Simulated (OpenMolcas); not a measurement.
An OpenMolcas run meant for Mn IV (ANO-R2, X2C; inactive shells 1s 2s 2p 3s 3p; intended active space 4 electrons in 5 orbitals (3d)). One step of its input:

```
&RASSCF
FileOrb=start.orb
Symmetry=1
Spin=5
nActEl=4 0 0
Inactive=3 6
Ras2=5 0
CIRoot=7 7 1
SDav=5
CIMx=300
Iter=71 100
PrWF=0.3
OrbListing=Nothing
MaxOrb=0
Atom
>>> COPY $Project.JobIph JOB001
```

Lines from the output:

```
...
      Number of secondary orbitals              48
      Spin quantum number                      2.0
      State symmetry                             1
Orbital specifications:
      -----------------------

      Symmetry species                           1   2
                                                ag  au
      Frozen orbitals                            0   0
      Inactive orbitals                          3   6
      Active orbitals                            5   0
      RAS1 orbitals                              0   0
      RAS2 orbitals                              5   0
      RAS3 orbitals                              0   0
      Secondary orbitals                        28  20
      Deleted orbitals                           0   0
      Number of basis functions                 36  26
      Number of CSFs                             5
      Number of root(s) required                 7
 ************ ERROR ***********
  You can't ask for more roots
  than there are configurations
 ******************************
--- Stop Module: rasscf at  /rc=_RC_INPUT_ERROR_ ---
.####################.
.# User input error #.
.####################.
```

What is wrong with the input?

CIRoot asks for more roots than the active space has configuration state functions.
